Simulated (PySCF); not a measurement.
## Working out the ionisation energy of Fe⁹⁺

Fe⁹⁺ [Ne] 3s2 3p5 (2P) → Fe¹⁰⁺ [Ne] 3s2 3p4 (3P). Calculation: PySCF 2.14, in an even-tempered Gaussian basis (19 s from 0.4 bohr⁻², ratio 2.5; 12 p from 0.52 bohr⁻², ratio 2.5; 5 d from 4.4 bohr⁻², ratio 2.7; 4 f from 6.5 bohr⁻², ratio 2.7); scalar relativity by spin-free X2C-1e. Frozen: 1s2; the 19 highest virtual orbitals dropped. Energies in hartree (1 hartree = 27.21139 eV):

```csv
part,Fe⁹⁺ (lower),Fe¹⁰⁺ (upper)
UHF,-1242.579192,-1233.008144
MP2 opposite-spin,-0.396023,-0.371878
MP2 same-spin,-0.146244,-0.136788
```

What does Hartree-Fock give?

(-1233.008144) − (-1242.579192) = 9.571048 hartree = 260.441 eV.

What do MP2 and SCS-MP2 (6/5 opposite-spin, 1/3 same-spin) give?

The opposite-spin parts differ by 0.657 eV and the same-spin parts by 0.257 eV. MP2: 260.441 + (0.657) + (0.257) = 261.355 eV. SCS-MP2: 260.441 + 1.2 × (0.657) + (0.257)/3 = 261.315 eV.

A first-order spin-orbit estimate adds -0.030 eV to MP2 (outer shells), giving 261.325 eV against 262.1 ± 0.12 eV (semi-empirical (NIST evaluation); NIST Atomic Spectra Database, ionization energies).

What remains against the reference includes basis incompleteness, the frozen core and correlation beyond second order.
